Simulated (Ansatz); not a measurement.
Consider the atomization: `C[CH]1[O][Al]1[Br]` → Al• + Br• + 2 C• + 4 H• + O•.

Computed with Ansatz on PBE0-D4/def2-TZVP structures; ΔE is electronic, products minus reactants. CCSD(T)/CBS is the MP2 limit (def2-TZVPP, def2-QZVPP) plus CCSD(T) − MP2 in def2-TZVPP, frozen cores. This one scheme is used for every species, atoms too. For atomizations the MP2-based limit and the directly extrapolated one differ by several kJ/mol either way, and by 10 to 25 for some Ge, Se and Sn compounds, so smaller differences from it don't rank the levels. DFT in def2-TZVPP. B3LYP here is the variant with VWN-RPA as its local correlation; programs differ in this. HSE06 is defined as in plane-wave codes. No spin–orbit coupling; open shells (•) take unrestricted orbitals. Spin–orbit coupling would lower the free atoms: a little for Al, C, O; clearly for Br. For Br outer-core shells are correlated without core-valence functions, so the limit isn't a true one: a few kJ/mol of doubt a bond, and 10 to 20 or more in all where bonds break to atoms. Scalar relativity is left out up to krypton.

```tsv
level	ΔE (kcal/mol)	difference from CCSD(T)/CBS
revPBE-D4	790.6	-5.0
r2SCAN-D4	800.7	5.1
B3LYP-D4	788.2	-7.4
r2SCANh-D4	793.9	-1.7
HSE06-D4	796.4	0.8
ωB97X-V	793.9	-1.7
ωB97M-V	793.8	-1.8
B2PLYP	783.9	-11.7
r2SCAN	799.7	4.1
PBE0	792.0	-3.6
r2SCAN0	782.9	-12.7
HSE06	793.0	-2.6
CAM-B3LYP	788.2	-7.4
CCSD/def2-SVP	739.2	-56.4
CCSD(T)/def2-SVP	749.5	-46.1
MP2/CBS(def2)	817.9	22.3
CCSD(T)/CBS	795.6	0
```

Largest T1 diagnostic among the species: 0.018.

The D4 term adds +7.0 kcal/mol with B3LYP and +3.7 kcal/mol with PBE0; it sums over pairs of atoms, weighted by their polarisabilities, and B3LYP, whose exchange is more repulsive, gets the larger term. From r2SCAN to r2SCAN0 (25 % exact exchange), in def2-TZVPP and without D4, ΔE moves by −16.8 kcal/mol: exact exchange takes away binding that semilocal exchange gives to molecules.
